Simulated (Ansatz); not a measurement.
`CC(C)[NH][Zr]([Cl])([Cl])[NH]C(C)C`. The species carries charge 0 and has multiplicity 1. Zr: def2 effective core potential. Geometry: relaxed with PBE0-D4/def2-TZVP. It is one conformer, not always the lowest.

```xyz
27

C     0.766   -2.114    0.359
C    -0.721   -2.407    0.309
C    -1.340   -2.354    1.699
N    -1.401   -1.496   -0.599
Zr   -1.123    0.150   -1.715
Cl   -2.987    1.571   -1.315
Cl   -0.973   -0.509   -3.986
N     0.664    0.933   -1.250
C     1.168    1.703   -0.124
C     0.061    1.915    0.893
C     1.758    3.029   -0.580
H     0.955   -1.116    0.762
H     1.212   -2.167   -0.637
H     1.271   -2.840    0.999
H    -0.844   -3.429   -0.078
H    -2.410   -2.575    1.662
H    -1.218   -1.357    2.132
H    -0.869   -3.080    2.365
H    -2.376   -1.784   -0.687
H     1.389    0.792   -1.948
H     1.968    1.123    0.362
H    -0.367    0.962    1.221
H     0.442    2.427    1.778
H    -0.743    2.525    0.471
H     0.986    3.644   -1.050
H     2.559    2.874   -1.308
H     2.176    3.581    0.266
```

Problem. What is the dipole moment at PBE/def2-TZVPP? (Estimate.)

Solution. Computed: 4.04 D, with components (2.60, -0.93, 2.95) D in this frame, pointing from negative to positive charge.

Problem. And with r2SCAN, B3LYP, ωB97M-V? (An estimate is asked.)

Solution. Ansatz gave: r2SCAN 4.12 D, B3LYP 4.03 D, ωB97M-V 3.95 D.

Problem. Give the Mulliken charges with PBE, B3LYP, r2SCAN in def2-TZVPP. (An estimate is asked.)

Solution. Ansatz gave: 
```
atom    PBE  B3LYP  r2SCAN
  C1  -0.22  -0.23   -0.13
  C2   0.07   0.09    0.15
  C3  -0.25  -0.25   -0.15
  N4  -0.36  -0.43   -0.45
 Zr5   0.81   0.99    0.97
 Cl6  -0.30  -0.33   -0.33
 Cl7  -0.31  -0.33   -0.34
  N8  -0.37  -0.44   -0.46
  C9   0.12   0.14    0.20
 C10  -0.25  -0.27   -0.17
 C11  -0.25  -0.25   -0.16
 H12   0.07   0.07    0.03
 H13   0.09   0.09    0.05
 H14   0.08   0.09    0.05
 H15   0.06   0.06    0.01
 H16   0.07   0.08    0.04
 H17   0.08   0.08    0.05
 H18   0.07   0.07    0.04
 H19   0.13   0.12    0.13
 H20   0.13   0.12    0.14
 H21   0.05   0.05    0.01
 H22   0.08   0.09    0.05
 H23   0.08   0.09    0.05
 H24   0.09   0.09    0.07
 H25   0.09   0.09    0.05
 H26   0.07   0.07    0.04
 H27   0.07   0.07    0.04
```

B3LYP here is the variant with VWN-RPA as its local correlation; programs differ in this.
